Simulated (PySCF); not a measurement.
A survey of ¹⁷O NMR shifts

No solvent, one computed conformer, equivalent nuclei averaged, non-relativistic Hamiltonian. σ from GIAO-PBE0/pcSseg-1; structure optimised with GFN2-xTB; PySCF.

Shieldings were converted by a linear fit to measured shifts: ¹⁷O (scatter 10.7 ppm rms, 12.2 ppm with the 3 outliers that the fit left out vs liquid water, solution or neat liquid). Occasional misses reach two or three times the rms, and more in compound classes unlike the fitted ones.

**Question.** Give the ¹⁷O shifts of `CNC(=O)CCOC`, `O=S(=O)(O)C=C1C=CC=C1`, `COC[SiH](O)O`, `C#CC#CC[Si@@H](P)OC=O`.

**Answer.** 
| compound | environment | δ (ppm) |
| --- | --- | --- |
| [CH3:1][NH:2][C:3](=[O:4])[CH2:5][CH2:6][O:7][CH3:8] | O4: amide-type carbonyl oxygen | 331.0 |
| [CH3:1][NH:2][C:3](=[O:4])[CH2:5][CH2:6][O:7][CH3:8] | O7: ether oxygen | -14.9 |
| [O:1]=[S:2](=[O:3])([OH:4])[CH:5]=[C:6]1[CH:7]=[CH:8][CH:9]=[CH:10]1 | O1/3: S=O oxygen (×2) | 187.9 |
| [O:1]=[S:2](=[O:3])([OH:4])[CH:5]=[C:6]1[CH:7]=[CH:8][CH:9]=[CH:10]1 | O4: oxygen bonded to S, H | 173.6 |
| [CH3:1][O:2][CH2:3][SiH:4]([OH:5])[OH:6] | O5/6: oxygen bonded to Si, H (×2) | -2.9 |
| [CH3:1][O:2][CH2:3][SiH:4]([OH:5])[OH:6] | O2: ether oxygen | -44.6 |
| [CH:1]#[C:2][C:3]#[C:4][CH2:5][Si@@H:6]([PH2:7])[O:8][CH:9]=[O:10] | O10: carbonyl oxygen | 378.5 |
| [CH:1]#[C:2][C:3]#[C:4][CH2:5][Si@@H:6]([PH2:7])[O:8][CH:9]=[O:10] | O8: oxygen bonded to C, Si | 150.4 |

**Question.** Order these by ¹⁷O shift, lowest first.
A. C=N[SiH2]N(C)C(C)=O
B. C[SiH2]c1ccc(CF)o1
C. CC#CC[SiH2]O/C=C\F
D. COc1scpc1C#N

**Answer.** C (38.4 ppm, oxygen bonded to C, Si), D (91.9 ppm, ether oxygen), B (264.7 ppm, aromatic ring oxygen), A (367.8 ppm, amide-type carbonyl oxygen).

In solution the two oxygens of a carboxylic acid give one averaged line by proton exchange, and hydrogen bonding shields acid and N–H amide carbonyl oxygens by tens of ppm; neither is in these numbers.
